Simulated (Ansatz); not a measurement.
`C[S][AlH][F]` + `N[SiH3]` → `[F][AlH][NH][SiH3]` + CH₃SH at 400 K and 1 bar (ligand exchange at the Al–S bond).

Isolated molecules relaxed with PBE0-D4/def2-TZVP in Ansatz; ΔE leaves out vibrations. CCSD(T)/CBS adds triple-zeta CCSD(T) − MP2 to the extrapolated MP2 energy (def2 sets, frozen cores). This one scheme is used for every species. One conformer a species, not always the lowest.

```
             species  CCSD(T)/CBS energy (Eh)  H − E (kJ/mol)  S (J/(mol·K))
      `C[S][AlH][F]`               -780.15488           157.0          362.0
           `N[SiH3]`               -346.80422           153.0          285.3
`[F][AlH][NH][SiH3]`               -688.73064           164.9          370.7
               CH₃SH               -438.22835           138.7          269.4
```

H − E and S are ideal-gas, rigid-rotor, harmonic terms from PBE0-D4/def2-TZVP, for one conformer and one mirror image of each species. 1 Eh = 2625.50 kJ/mol, R = 8.31446 J/(mol·K).

Question: By hand: ΔE, ΔH, ΔS and ΔG.

Answer: ΔE = (-688.73064) + (-438.22835) − (-780.15488) − (-346.80422) = 0.00011 Eh = 0.3 kJ/mol. Δ(H − E) = 164.9 + 138.7 − 157.0 − 153.0 = -6.4, so ΔH = -6.1 kJ/mol. ΔS = 370.7 + 269.4 − 362.0 − 285.3 = -7.2 J/(mol·K). ΔG = -6.1 − 400 × (-7.2)/1000 = -3.2 kJ/mol.

Question: By hand: the equilibrium constant, and the temperature at which ΔG would vanish if ΔH and ΔS stayed fixed.

Answer: log₁₀ K = −ΔG/(RT ln 10) = 0.4. ΔG = 0 at ΔH/ΔS = 847 K, though so small a ΔH makes that figure unsure.

TΔS isn't small against ΔH here. The sign of ΔG lies within the doubt. A doubt of 5 kJ/mol in ΔE shifts log₁₀ K by 0.7 here. Other conformers and mirror images would add mixing entropy, several J/(mol·K) or more a flexible species. These are equilibria of isolated gas molecules and say nothing of rates. Largest T1 diagnostic: 0.012 (customary marks: 0.02 for closed shells, 0.045 for open ones).
